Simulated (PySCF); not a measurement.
C3H10BO2 (charge -1).
SMILES: `CCO[B@H-](C)O`

A PySCF run (density fitting, gas phase, GFN2-xTB geometry) gave HOMO 0.16 eV, LUMO 5.00 eV and E = -295.383 Eh.

Problem. Which of these levels was it?
A. PW91/def2-SVP
B. BLYP/IGLO-II
C. PBE0/pcSseg-1

Solution. A. It is PW91/def2-SVP. All candidates on this geometry:

| level and settings | kind | basis functions | SCF cycles | E (Eh) | HOMO (eV) | LUMO (eV) |
| --- | --- | --- | --- | --- | --- | --- |
| BLYP/IGLO-II, start guess sap | GGA | 192 | 17 | -295.7076 | -0.07 | 4.60 |
| PW91/def2-SVP | GGA | 134 | 16 | -295.3833 | 0.16 | 5.00 |
| PBE0/pcSseg-1 | global hybrid | 152 | 14 | -295.3589 | -1.56 | 5.51 |

The nearest other candidate, by the summed differences of HOMO and LUMO, is BLYP/IGLO-II: its HOMO differs by -0.23 eV and its LUMO by -0.40 eV. Cycle counts include a coarse-grid stage where the run had one. The HOMO energy is positive at PW91/def2-SVP; such an orbital is held in place by the finite basis.

Conformer computed: `[CH3:1][CH2:2][O:3][B@H-:4]([CH3:5])[OH:6]`: C1–C2–O3–B4 -173°, C2–O3–B4–C5 -174°, H–O6–B4–O3 57°.
